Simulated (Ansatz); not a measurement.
Steps of a relaxation of CH2AlBF2, SMILES `F[CH]1[BH][Al]1[F]` with RKS PBE-D4/def2-SVP.

```sh
$ ansatz run in.yaml --threads 2 --pin off --events-out ev --progress --plain --max-ram 4352MiB
```

```yaml
crystal:
  periodic: [false, false, false]
  atoms:
    - {symbol: F, position_ang: [-0.833200, -1.048900, 1.327900]}
    - {symbol: C, position_ang: [0.056400, -0.154900, 0.771200]}
    - {symbol: B, position_ang: [0.693300, -0.766900, -0.573600]}
    - {symbol: Al, position_ang: [-0.523300, 0.931200, -0.615100]}
    - {symbol: F, position_ang: [-1.560400, 2.248400, -1.356600]}
    - {symbol: H, position_ang: [0.789100, 0.287700, 1.491400]}
    - {symbol: H, position_ang: [1.439300, -1.564500, -1.090900]}
basis:
  gaussian: {orbitals: def2-SVP}
hamiltonian: {xc: pbe, dispersion: d4}
relax: {f_tol: 0.03, max_steps: 200}
```

Positions (Å) and forces (eV/Å) along the path, 16 of 16 steps:

```xyz
7
step=1 energy=-13755.2198 eV
F    -0.833   -1.049    1.328   -0.254   -1.058    1.328
C     0.056   -0.155    0.771   -0.564   -0.906    0.973
B     0.693   -0.767   -0.574    0.863    1.673   -0.900
Al   -0.523    0.931   -0.615   -1.518    3.191   -3.271
F    -1.560    2.248   -1.357    1.570   -2.118    1.439
H     0.789    0.288    1.491    0.304   -0.031   -0.024
H     1.439   -1.565   -1.091   -0.399   -0.751    0.454
7
step=2 energy=-13756.0684 eV
F    -0.745   -1.182    1.337    0.532    0.336    0.473
C     0.006   -0.136    0.755   -0.582   -2.349   -0.244
B     0.783   -0.611   -0.600    0.637    0.067    0.181
Al   -0.501    1.005   -0.697   -0.792    2.219   -1.482
F    -1.572    2.251   -1.326    1.116   -1.422    0.807
H     0.762    0.289    1.470   -0.070    0.468   -0.128
H     1.329   -1.685   -0.985   -0.841    0.681    0.393
7
step=3 energy=-13756.4670 eV
F    -0.627   -1.321    1.408    0.854    1.539   -0.692
C    -0.035   -0.210    0.710    0.731   -2.078   -0.218
B     0.900   -0.493   -0.611   -0.885   -1.522    1.259
Al   -0.427    1.074   -0.756    0.615   -0.196    0.188
F    -1.517    2.207   -1.273   -0.325    0.368   -0.149
H     0.618    0.408    1.426   -0.693    0.187   -0.437
H     1.149   -1.734   -0.951   -0.299    1.702    0.049
7
step=4 energy=-13756.7940 eV
F    -0.559   -1.339    1.476    0.652    1.391   -0.697
C    -0.023   -0.266    0.708    1.021   -1.702    0.141
B     0.905   -0.541   -0.587   -1.106   -0.699    1.157
Al   -0.388    1.046   -0.756    0.605   -0.218   -0.091
F    -1.458    2.216   -1.244   -0.275    0.317   -0.048
H     0.466    0.528    1.405   -0.694   -0.291   -0.668
H     1.117   -1.712   -1.047   -0.203    1.202    0.206
7
step=5 energy=-13757.1583 eV
F    -0.492   -1.336    1.527    0.501    0.734   -0.505
C     0.032   -0.355    0.688    0.187    0.140    1.538
B     0.885   -0.586   -0.541   -0.401   -0.118    0.074
Al   -0.325    1.027   -0.773    0.343    0.090   -0.281
F    -1.417    2.227   -1.194    0.055   -0.076    0.152
H     0.304    0.616    1.334   -0.677   -1.012   -0.909
H     1.074   -1.660   -1.086   -0.009    0.243   -0.069
7
step=6 energy=-13757.3039 eV
F    -0.415   -1.335    1.586    0.316    0.534   -0.340
C     0.057   -0.388    0.707    0.078    0.500    0.987
B     0.869   -0.615   -0.536   -0.415    0.019    0.116
Al   -0.260    1.024   -0.789    0.188    0.076   -0.348
F    -1.371    2.228   -1.140    0.048   -0.033    0.140
H     0.129    0.669    1.263   -0.287   -1.187   -0.564
H     1.052   -1.651   -1.137    0.072    0.091    0.008
7
step=7 energy=-13757.4293 eV
F    -0.321   -1.311    1.631    0.218    0.311   -0.208
C     0.059   -0.389    0.701    0.000    0.454    0.338
B     0.788   -0.648   -0.573   -0.034   -0.174    0.415
Al   -0.205    1.026   -0.902   -0.108    0.135   -0.099
F    -1.326    2.268   -0.985    0.080    0.036   -0.011
H    -0.048    0.676    1.172   -0.107   -0.817   -0.308
H     1.115   -1.689   -1.089   -0.049    0.056   -0.126
7
step=8 energy=-13757.4837 eV
F    -0.186   -1.289    1.702    0.030    0.059   -0.127
C     0.041   -0.402    0.697    0.033    0.290    0.450
B     0.778   -0.661   -0.560   -0.209   -0.160   -0.052
Al   -0.247    0.981   -0.959   -0.007    0.208   -0.097
F    -1.217    2.346   -0.932    0.018   -0.023   -0.033
H    -0.234    0.636    1.109    0.044   -0.417   -0.163
H     1.126   -1.680   -1.102    0.091    0.043    0.022
7
step=9 energy=-13757.5055 eV
F    -0.079   -1.300    1.755    0.159    0.158   -0.084
C     0.075   -0.413    0.741   -0.414    0.363   -0.206
B     0.700   -0.686   -0.576   -0.131   -0.132    0.282
Al   -0.229    1.016   -1.005   -0.043    0.184    0.034
F    -1.169    2.410   -0.940    0.142   -0.211   -0.040
H    -0.383    0.587    1.081    0.284   -0.524   -0.011
H     1.147   -1.681   -1.101    0.003    0.163    0.026
7
step=10 energy=-13757.5285 eV
F    -0.006   -1.298    1.784   -0.001   -0.040    0.024
C     0.031   -0.441    0.741   -0.027    0.493   -0.099
B     0.644   -0.699   -0.576   -0.006   -0.200    0.076
Al   -0.227    1.034   -1.010   -0.066    0.066   -0.010
F    -1.139    2.443   -0.976    0.106   -0.122   -0.010
H    -0.412    0.552    1.092    0.068   -0.371   -0.013
H     1.170   -1.658   -1.100   -0.074    0.174    0.031
7
step=11 energy=-13757.5383 eV
F     0.079   -1.318    1.797   -0.011   -0.035    0.060
C     0.027   -0.442    0.764    0.093   -0.091    0.019
B     0.600   -0.704   -0.568   -0.159    0.197    0.137
Al   -0.240    1.042   -1.011    0.032   -0.004   -0.132
F    -1.087    2.484   -1.069    0.000   -0.003    0.052
H    -0.478    0.489    1.154    0.022   -0.031   -0.125
H     1.160   -1.618   -1.114    0.022   -0.033   -0.011
7
step=12 energy=-13757.5439 eV
F     0.152   -1.306    1.830   -0.029    0.256   -0.266
C     0.021   -0.452    0.773   -0.067   -0.122    0.270
B     0.554   -0.715   -0.570    0.054   -0.083    0.005
Al   -0.255    1.037   -1.053    0.010    0.063   -0.034
F    -1.030    2.521   -1.051    0.007   -0.046    0.009
H    -0.558    0.449    1.131    0.087   -0.149   -0.017
H     1.178   -1.601   -1.105   -0.064    0.080    0.033
7
step=13 energy=-13757.5467 eV
F     0.169   -1.299    1.832   -0.015   -0.027    0.014
C     0.017   -0.459    0.781    0.013    0.050   -0.028
B     0.548   -0.717   -0.563   -0.050    0.041   -0.021
Al   -0.234    1.053   -1.070    0.040   -0.145    0.019
F    -1.033    2.522   -1.054   -0.014    0.052   -0.004
H    -0.572    0.429    1.133    0.009    0.000    0.022
H     1.167   -1.597   -1.105    0.017    0.028   -0.002
7
step=14 energy=-13757.5475 eV
F     0.157   -1.307    1.829    0.008    0.008   -0.011
C     0.018   -0.457    0.782    0.031   -0.073   -0.019
B     0.547   -0.715   -0.564   -0.003    0.026    0.011
Al   -0.244    1.045   -1.068    0.025   -0.035   -0.003
F    -1.032    2.520   -1.060   -0.009    0.014   -0.001
H    -0.555    0.435    1.141   -0.046    0.062    0.031
H     1.171   -1.590   -1.106   -0.006   -0.002   -0.009
7
step=15 energy=-13757.5476 eV
F     0.168   -1.311    1.830   -0.004    0.011   -0.018
C     0.015   -0.460    0.786   -0.023    0.033    0.061
B     0.541   -0.714   -0.562   -0.013    0.031    0.010
Al   -0.243    1.046   -1.071    0.000   -0.002   -0.002
F    -1.026    2.525   -1.073   -0.002    0.004    0.000
H    -0.564    0.430    1.153    0.037   -0.060   -0.045
H     1.169   -1.583   -1.109    0.004   -0.017   -0.006
7
step=16 energy=-13757.5477 eV
F     0.168   -1.310    1.831    0.004    0.004   -0.004
C     0.018   -0.459    0.787   -0.015   -0.014    0.010
B     0.543   -0.713   -0.561   -0.003    0.009    0.003
Al   -0.242    1.047   -1.071    0.000    0.001   -0.001
F    -1.026    2.525   -1.072   -0.001    0.002   -0.001
H    -0.566    0.427    1.150    0.010    0.001   -0.005
H     1.167   -1.584   -1.109    0.005   -0.004   -0.001
```

Run time 23 s (2 threads of an Arm Neoverse V2 on a shared host); peak host memory 0.14 GiB.
